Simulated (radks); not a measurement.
Ionisation of neutral boron, [He] 2s2 2p1, to [He] 2s2 as the strength of local exchange is varied. Calculated with a radial shooting solver on a logarithmic mesh with Libxc functionals: non-relativistic Kohn-Sham, Slater X-alpha exchange (alpha = 2/3 is LDA exchange), no correlation, spin-polarised, spherical densities, point nucleus; open shells are filled with parallel spins first.

alpha,E(B) (hartree),exchange (hartree),IE (eV),-e of the level emptied (eV),<r> of it (bohr)
0.558,-23.54131,-2.65995,6.576,2.457 (2p),2.482
0.667,-24.06520,-3.23202,7.557,3.271 (2p),2.313
0.829,-24.85958,-4.11290,9.133,4.646 (2p),2.116
0.953,-25.48022,-4.81178,10.432,5.820 (2p),1.995
1.013,-25.78444,-5.15759,11.088,6.425 (2p),1.943

NIST Atomic Spectra Database: 8.298 eV (measured). The Delta-SCF value meets it near alpha = 0.74. Open shells are spherical and high-spin; term and fine-structure splittings are not resolved.
